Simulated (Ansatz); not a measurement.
`N[SiH2][Al]([NH2])[F]` + `O[SiH3]` → `[NH2][Al]([F])[O][SiH3]` + `N[SiH3]`  (cleavage of the Al–Si bond)

Gas-phase electronic energies from Ansatz, PBE0-D4/def2-TZVP geometries. CCSD(T)/CBS is the MP2 limit (def2-TZVPP, def2-QZVPP) plus CCSD(T) − MP2 in def2-TZVPP, frozen cores. This one scheme is used for every species. DFT in def2-TZVPP. One conformer a species, not always the lowest.

```tsv
level	ΔE (kJ/mol)	difference from CCSD(T)/CBS
PBE-D4	-130.0	29.5
r2SCAN-D4	-156.4	3.1
PBE0-D4	-140.9	18.6
MP2/def2-TZVPP	-169.2	-9.7
CCSD/def2-TZVPP	-165.3	-5.8
CCSD(T)/def2-TZVPP	-161.0	-1.5
MP2/def2-QZVPP	-169.2	-9.7
SCS-MP2/def2-QZVPP	-172.3	-12.8
MP2/CBS(def2)	-167.8	-8.3
CCSD/CBS(def2)	-163.8	-4.3
CCSD(T)/CBS	-159.5	0
```

Largest T1 diagnostic among the species: 0.012.

From PBE to PBE0 (25 % exact exchange), in def2-TZVPP and without D4, ΔE moves by −11.0 kJ/mol. In def2-TZVPP, CCSD(T) changes the Hartree–Fock value by +25.3 kJ/mol (the triples alone add +4.3 kJ/mol) and MP2 by +17.0 kJ/mol.
